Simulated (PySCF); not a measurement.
TiI3H, SMILES [I][TiH]([I])[I], multiplicity 1.

The structure is a stationary point at B3LYP-D3(BJ)/def2-SVP. The multiplicity is an assumed one; no other spin state was optimised. The structure was generated by enumeration; whether it is a known compound was not checked. The def2 effective core potentials stand for the cores of I; spin–orbit coupling is left out.

Method: TDA-B3LYP/def2-SVPD in PySCF 2.14.0.

Vertical excitations; the highest root listed may be one member of a degenerate set.  State labels are in the subgroup Cs.

Computed excitation energies, oscillator strengths and character:
```json
[
 {"state": "S1", "symmetry": "A'", "energy (eV)": "2.85", "λ (nm)": "435", "f": "0.002", "main pairs": "HOMO→LUMO+1 (degenerate set)"},
 {"state": "S2", "symmetry": "A\"", "energy (eV)": "2.85", "λ (nm)": "435", "f": "0.002", "main pairs": "HOMO→LUMO (degenerate set)"},
 {"state": "S3", "symmetry": "A\"", "energy (eV)": "3.18", "λ (nm)": "390", "f": "0.000", "main pairs": "HOMO−3→LUMO+1, HOMO−8→LUMO+1, HOMO−2→LUMO+1, HOMO−1→LUMO (degenerate set)"},
 {"state": "S4", "symmetry": "A'", "energy (eV)": "3.18", "λ (nm)": "390", "f": "0.000", "main pairs": "HOMO−3→LUMO, HOMO−8→LUMO, HOMO−1→LUMO+1, HOMO−2→LUMO (degenerate set)"},
 {"state": "S5", "symmetry": "A'", "energy (eV)": "3.22", "λ (nm)": "385", "f": "0.000", "main pairs": "HOMO→LUMO+2, HOMO−1→LUMO+1, HOMO−2→LUMO (degenerate set)"},
 {"state": "S6", "symmetry": "A\"", "energy (eV)": "3.22", "λ (nm)": "385", "f": "0.000", "main pairs": "HOMO→LUMO+3, HOMO−1→LUMO, HOMO−2→LUMO+1 (degenerate set)"},
 {"state": "S7", "symmetry": "A\"", "energy (eV)": "3.22", "λ (nm)": "384", "f": "0.000", "main pairs": "HOMO−2→LUMO+1, HOMO−1→LUMO (degenerate set)"},
 {"state": "S8", "symmetry": "A'", "energy (eV)": "3.37", "λ (nm)": "368", "f": "0.003", "main pairs": "HOMO−2→LUMO 41 %, HOMO−1→LUMO+1 41 %"},
 {"state": "S9", "symmetry": "A\"", "energy (eV)": "3.48", "λ (nm)": "356", "f": "0.000", "main pairs": "HOMO−5→LUMO 32 %, HOMO−4→LUMO+1 32 %, HOMO−1→LUMO+3 15 %, HOMO−2→LUMO+2 15 %"},
 {"state": "S10", "symmetry": "A'", "energy (eV)": "3.49", "λ (nm)": "355", "f": "0.033", "main pairs": "HOMO→LUMO+2 25 %, HOMO−8→LUMO 24 %, HOMO−1→LUMO+1 10 %, HOMO−2→LUMO 10 %"},
 {"state": "T1", "symmetry": "A'", "energy (eV)": "2.74", "λ (nm)": "452", "f": "0", "main pairs": "HOMO→LUMO+1 (degenerate set)"},
 {"state": "T2", "symmetry": "A\"", "energy (eV)": "2.74", "λ (nm)": "452", "f": "0", "main pairs": "HOMO→LUMO (degenerate set)"},
 {"state": "T3", "symmetry": "A'", "energy (eV)": "2.83", "λ (nm)": "438", "f": "0", "main pairs": "HOMO−8→LUMO, HOMO−3→LUMO (degenerate set)"},
 {"state": "T4", "symmetry": "A\"", "energy (eV)": "2.83", "λ (nm)": "438", "f": "0", "main pairs": "HOMO−8→LUMO+1, HOMO−3→LUMO+1 (degenerate set)"}
]
```
Triplets are in the Tamm–Dancoff approximation.
